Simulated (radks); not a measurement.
The numbers below are computed, except where a source is named.
Problem. The beryllium ion Be2+, [He]. Level of theory: non-relativistic Kohn-Sham, r2SCAN, spin-polarised, spherical densities, point nucleus; meta-GGA in the generalised Kohn-Sham scheme (a radial shooting solver on a logarithmic mesh with Libxc functionals). Every spin shell is full or empty, so the densities are truly spherical. Functionals are evaluated on that one density, not self-consistently. Rank these exchange functionals by their error against the exact value of the orbitals, and give that value: LDA, revPBE, PW91, PW86, AM05, EV93, TPSS, revTPSS, r2SCAN, TASK, MVS.

Solution. Exact: -2.27270 hartree. From best to worst, with 100 (|E| - |E exact|)/|E exact| (equal figures are ties): PW86 +0.17, revTPSS +0.18, revPBE -0.18, TPSS +0.21, TASK +0.23, r2SCAN +0.23, MVS +0.25, PW91 -1.34, EV93 +4.26, AM05 -10.81, LDA -14.03.
